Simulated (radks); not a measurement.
Task: Sn4+, 46 electrons, occupied as [Kr] 4d10. Calculated with a radial shooting solver on a logarithmic mesh with Libxc functionals: Dirac Kohn-Sham, BLYP, spin-unpolarised, spherical densities, finite nucleus; Fermi nuclear charge, rms radius 4.6519 fm. Some entries of the table are withheld. Estimate them.

| orbital | occ. | eigenvalue (eV) | <r> (bohr) | <r^2> (bohr^2) |
|---|---|---|---|---|
| 1s1/2 | 2 | -29041.08 | 0.02905 | 0.001143 |
| 2s1/2 | 2 | -4419.108 | 0.1251 | (1) |
| 2p1/2 | 2 | -4131.196 | 0.1058 | 0.01376 |
| 2p3/2 | 4 | -3900.430 | 0.1112 | 0.01506 |
| 3s1/2 | 2 | -886.9014 | 0.3392 | 0.1317 |
| 3p1/2 | 2 | (2) | 0.3299 | (3) |
| 3p3/2 | 4 | (4) | 0.3411 | (5) |
| 3d3/2 | 4 | -520.7739 | 0.3125 | 0.1160 |
| 3d5/2 | 6 | -512.0756 | 0.3161 | 0.1186 |
| 4s1/2 | 2 | -176.0186 | 0.8174 | 0.7562 |
| 4p1/2 | 2 | -137.0528 | 0.8633 | 0.8512 |
| 4p3/2 | 4 | -129.4227 | 0.8925 | 0.9097 |
| 4d3/2 | 4 | -68.1541 | 1.064 | 1.332 |
| 4d5/2 | 6 | -67.0735 | 1.077 | 1.363 |

Result: 
(1) 2s1/2 <r^2> (bohr^2): 0.01851
(2) 3p1/2 eigenvalue (eV): -769.8934
(3) 3p1/2 <r^2> (bohr^2): 0.1265
(4) 3p3/2 eigenvalue (eV): -727.7622
(5) 3p3/2 <r^2> (bohr^2): 0.1351
